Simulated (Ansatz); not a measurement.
Computed with Ansatz on PBE0-D4/def2-TZVP structures; ΔE is electronic, products minus reactants. CCSD(T)/CBS adds triple-zeta CCSD(T) − MP2 to the extrapolated MP2 energy (def2 sets, frozen cores). DFT in def2-TZVPP. B3LYP here is the variant with VWN-RPA as its local correlation; programs differ in this. HSE06 is defined as in plane-wave codes. One conformer a species, not always the lowest.

Consider the ligand exchange at a B–S bond: `BSC(F)[SiH3]` + `N=C(F)S` → `B/N=C(/F)S` + `FC([SiH3])S`.

Problem. Is it downhill or uphill in electronic energy at CCSD(T)/CBS, and by how much? (Best estimate.)

Solution. Ansatz gave: Downhill: ΔE = -3.7 kcal/mol.

Problem. What do these levels give: PBE-D4, PBE0-D4, B3LYP-D4, HSE06-D4, BHLYP-D4, ωB97X-V, PBE-QIDH, r2SCANh, LC-ωPBE, RPA@PBE/def2-TZVPP, HF/def2-TZVPP, MP2/CBS(def2)? (Best estimate.)

Solution. The calculation gave: PBE-D4 -5.6, PBE0-D4 -5.2, B3LYP-D4 -6.8, HSE06-D4 -5.2, BHLYP-D4 -6.2, ωB97X-V -4.8, PBE-QIDH -4.3, r2SCANh -5.2, LC-ωPBE -5.7, RPA@PBE/def2-TZVPP -2.9, HF/def2-TZVPP -5.0, MP2/CBS(def2) -4.1 kcal/mol.

Largest T1 diagnostic among the species: 0.015.

From BLYP to BHLYP (50 % exact exchange), in def2-TZVPP and without D4, ΔE moves by +1.0 kcal/mol. In def2-TZVPP, CCSD(T) changes the Hartree–Fock value by +1.3 kcal/mol (the triples alone add +0.4 kcal/mol) and MP2 by +0.9 kcal/mol. Leaving LDA and LC-ωPBE aside and taking each functional with its dispersion term where it has one, the values, not all of them listed here, spread over 2.9 kcal/mol, from CAM-B3LYP-D4 to PBE-QIDH. LDA lies −2.3 kcal/mol from PBE without D4.
